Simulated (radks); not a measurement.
Results of a calculation; reference values are marked as such.
Task: Species: the neon ion Ne+. Configuration: [He] 2s2 2p5 (the NIST ground configuration). Level of theory: scalar-relativistic Kohn-Sham, PW91, spin-unpolarised, spherical densities, point nucleus (a radial shooting solver on a logarithmic mesh with Libxc functionals). Some entries of the table are withheld. Estimate them.

| orbital | occ. | eigenvalue (eV) | <1/r> (bohr^-1) |
|---|---|---|---|
| 1s | 2 | (1) | (2) |
| 2s | 2 | (3) | (4) |
| 2p | 5 | (5) | (6) |

Result: 
(1) 1s eigenvalue (eV): -853.9486
(2) 1s <1/r> (bohr^-1): 9.629
(3) 2s eigenvalue (eV): -55.7154
(4) 2s <1/r> (bohr^-1): 1.692
(5) 2p eigenvalue (eV): -32.4001
(6) 2p <1/r> (bohr^-1): 1.541
